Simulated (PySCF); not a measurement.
Delta-SCF ions had no search for a lower state. Excitations are Tamm–Dancoff values on a coarser integration grid. The basis has no diffuse functions, so Rydberg states are missing or too high.

**H3AlO, SMILES `[AlH2][OH]` (charge 0, multiplicity 1)**

These are PBE-D3(BJ)/def2-TZVP // TPSSh-D3(BJ)/def2-TZVP (PySCF) values and carry that method's errors.

```
Item                                                     Result
--------------------------------------  -----------------------
HOMO                                                   -6.60 eV
dipole moment                                            1.22 D
HOMO–LUMO gap                                           5.03 eV
LUMO                                                   -1.57 eV
S1 excitation (TDA)                                     5.14 eV
S1 oscillator strength                                    0.000
T1 excitation (TDA)                                     4.77 eV
S1–T1 gap (TDA)                                         0.37 eV
vertical ionisation energy (Delta-SCF)                 10.05 eV
total energy                                        -8688.71 eV
cost                                    roughly 18 core-seconds
```

Bonds (Å): O1–Al2 1.661, O1–H3 0.948, Al2–H4 1.579, Al2–H5 1.579. Angles (°): Al2–O1–H3 179.3, O1–Al2–H4 118.7, O1–Al2–H5 118.8, H4–Al2–H5 122.6.
